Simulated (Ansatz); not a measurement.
Computed with Ansatz on PBE0-D4/def2-TZVP structures; ΔE is electronic, products minus reactants. CBS: MP2 limit from def2 TZ/QZ plus the TZ coupled-cluster correction, frozen cores. This one scheme is used for every species. DFT in def2-TZVPP. HSE06 is defined as in plane-wave codes. For Ge outer-core shells are correlated without core-valence functions, which leaves a few kJ/mol of doubt a bond. Scalar relativity is left out up to krypton. Each species was taken in one conformer, which may not be the lowest.

Reaction (hydrogenolysis of a C–S bond): `S[CH](S)[GeH3]` + H₂ → `S[CH2][GeH3]` + H₂S

```csv
level,ΔE (kJ/mol),difference from CCSD(T)/CBS
LDA (SPW92),-68.9,2.9
r2SCANh-D4,-75.5,-3.7
HSE06-D4,-74.9,-3.1
CAM-B3LYP,-89.8,-18.0
HF/def2-SVP,-112.5,-40.7
SCS-MP2/def2-TZVPP,-74.1,-2.3
CCSD/def2-TZVPP,-85.0,-13.2
CCSD(T)/def2-TZVPP,-77.7,-5.9
SCS-MP2/def2-QZVPP,-71.3,0.5
CCSD/CBS(def2),-79.1,-7.3
CCSD(T)/CBS,-71.8,0
```

Largest T1 diagnostic among the species: 0.012.

At CCSD(T), def2-SVP lies −12.3 kJ/mol from the extrapolated value and def2-TZVPP −5.9 kJ/mol. From PBE to PBE0 (25 % exact exchange), in def2-TZVPP and without D4, ΔE moves by −5.8 kJ/mol. In def2-TZVPP, CCSD(T) changes the Hartree–Fock value by +28.5 kJ/mol (the triples alone add +7.3 kJ/mol) and MP2 by +38.7 kJ/mol.
